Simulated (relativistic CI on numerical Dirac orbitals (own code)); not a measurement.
## Hyperfine structure of Hg XLVIII, mass number 199

Calculated at this level of theory: Dirac-Coulomb-Breit CI, KLI orbitals optimised for each configuration, model QED, unscaled Slater integrals (own radial code, finite nucleus).

Configurations in the expansion (outside the closed core [Ar] 3d10): 4s2 4p3, 4s 4p4, 4s2 4p2 4d, 4p5, 4s 4p3 4d, 4s2 4p2 4f, 4s 4p3 4f, 4p4 4d, 4s 4p2 4d2, 4s2 4p 4d 4f, 4p4 4f, 4s2 4p 4d2, 4s2 4d3, 4s 4p 4d3, 4s2 4d2 4f, 4s 4p 4d2 4f, 4p3 4d2, 4p2 4d3, 4p2 4d2 4f. Double excitations out of closed p, d and f shells are left out; levels of such configurations are missing from the list, as are those of other unlisted configurations, and high levels can miss mixing partners.

Nuclear spin I = 1/2, μ = 0.5039 μN (tables of Stone and Pyykkö). The electronic factors are computed for point nuclear moments, without core polarisation or the Bohr-Weisskopf and QED corrections.

```csv
Level,E (eV),A (GHz)
4s2 4p3 2D°_5/2,143.840,229.3
4s2 4p3 2P°_1/2,151.906,817.3
4s 4p4 4P_5/2,252.520,525.9
4s 4p4 2S_1/2,269.228,2362
4s2 4p3 2P°_3/2,290.618,84.09
4s2 4p2 4d 4D_1/2,312.725,330.1
```

Levels with J = 0, under 50 % of one LS term, or S terms without an open s electron are left out. Small factors come from cancelling terms and can be off by tens of per cent or more.

At this charge energies of transitions that change n are usually good to better than 1 %, and those within a shell (Δn = 0) to a few per cent.

Question: Give the hyperfine levels of 4s2 4p3 2P°_1/2 relative to its centre of gravity.

Answer: With K = F(F + 1) − I(I + 1) − J(J + 1), E = AK/2: F = 0: -612.9, F = 1: 204.3 GHz.

LS names give the leading component of a level, which can be under half, so a name can repeat, a term be missing and a line seem to break the LS rules.
